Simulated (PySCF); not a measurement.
**Working out the ionisation energy of N⁺**

N⁺ [He] 2s2 2p2 (3P) → N²⁺ [He] 2s2 2p1 (2P). Computed with PySCF 2.14 in aug-cc-pVDZ, with the non-relativistic Hamiltonian (point nucleus). Frozen: 1s2. Energies in hartree (1 hartree = 27.21139 eV):

```csv
part,N⁺ (lower),N²⁺ (upper)
UHF,-53.881265,-52.807269
CCSD correlation,-0.077235,-0.074671
(T),-0.000872,-0.000563
```

What does Hartree-Fock give?

(-52.807269) − (-53.881265) = 1.073996 hartree = 29.225 eV.

What do CCSD and CCSD(T) give?

The CCSD correlation energies differ by 0.002564 hartree = 0.070 eV and the triples by 0.000309 hartree = 0.008 eV, so CCSD gives 29.295 eV and CCSD(T) 29.303 eV.

Reference: 29.601 eV (semi-empirical (NIST evaluation); NIST Atomic Spectra Database, ionization energies), between the lowest levels; spin-orbit coupling is absent from the calculation.

A double-zeta basis recovers only part of the correlation energy.

What remains against the reference includes basis incompleteness, the frozen core and higher excitations.
